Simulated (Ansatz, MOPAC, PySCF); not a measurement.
System: CH₃Be (charge +1, singlet). SMILES: [Be+][CH3]
Structure (B3LYP-D3(BJ)/def2-TZVP (Ansatz, a first-principles code) minimum search):
```xyz
5

Be    -0.8799    -0.5103    -0.6899
C      0.3054     0.1771     0.2394
H      0.8533    -0.6116     0.7637
H     -0.1548     0.8538     0.9657
H      0.9889     0.7364    -0.4064
```
Charge +1, spin multiplicity 1.

Property: vertical ionisation energy to the doublet, in eV. Set-up: each state is the SCF solution reached for its charge and spin; 6-31G* and kin with 6d, 5d where marked; no spin-orbit coupling; PM7 with its own dispersion and hydrogen-bond terms; open shells spin-unrestricted; 6-311+G** with 5d; frozen cores in correlated levels; dispersion terms only where a functional's name holds one; non-relativistic. Ab initio and DFT rows: single points at B3LYP-D3(BJ) geometries (Ansatz). Semi-empirical rows: differences of heats of formation at the shared geometry for vertical values. The spin state of an ion or metal species was assumed, not searched.

```json
[
 {"level": "AM1", "program": "MOPAC", "vertical ionisation energy to the doublet (eV)": "15.95"},
 {"level": "PM3", "program": "MOPAC", "vertical ionisation energy to the doublet (eV)": "17.19"},
 {"level": "PM7", "program": "MOPAC", "vertical ionisation energy to the doublet (eV)": "17.90"},
 {"level": "HF/6-31G*", "program": "Ansatz", "vertical ionisation energy to the doublet (eV)": "16.95"},
 {"level": "HF/6-311+G**", "program": "Ansatz", "vertical ionisation energy to the doublet (eV)": "16.94"},
 {"level": "PBE/6-31G*", "program": "Ansatz", "vertical ionisation energy to the doublet (eV)": "18.19"},
 {"level": "PBE/6-311+G**", "program": "Ansatz", "vertical ionisation energy to the doublet (eV)": "18.22"},
 {"level": "B3LYP/STO-3G", "program": "Ansatz", "vertical ionisation energy to the doublet (eV)": "18.32"},
 {"level": "B3LYP/3-21G", "program": "Ansatz", "vertical ionisation energy to the doublet (eV)": "18.37"},
 {"level": "B3LYP/6-31G*", "program": "Ansatz", "vertical ionisation energy to the doublet (eV)": "18.24"},
 {"level": "B3LYP/6-311+G**", "program": "Ansatz", "vertical ionisation energy to the doublet (eV)": "18.27"},
 {"level": "M06-2X/6-31G* (5d)", "program": "PySCF", "vertical ionisation energy to the doublet (eV)": "18.28"},
 {"level": "MP2/6-31G*", "program": "Ansatz", "vertical ionisation energy to the doublet (eV)": "17.89"},
 {"level": "PBE/def2-TZVPD", "program": "Ansatz", "vertical ionisation energy to the doublet (eV)": "18.21"},
 {"level": "M06-2X/def2-TZVPD", "program": "PySCF", "vertical ionisation energy to the doublet (eV)": "18.29"},
 {"level": "wB97X-V/def2-TZVPD", "program": "Ansatz", "vertical ionisation energy to the doublet (eV)": "18.17"}
]
```

No value to compare with is used here. The 13 habitual levels span 15.95 (AM1) to 18.37 eV (B3LYP/3-21G); wB97X-V/def2-TZVPD gives 18.17.

The levels are drawn from those run, B3LYP/6-31G* more often than the rest, none by its result; runs whose electronic state is in doubt are left out.
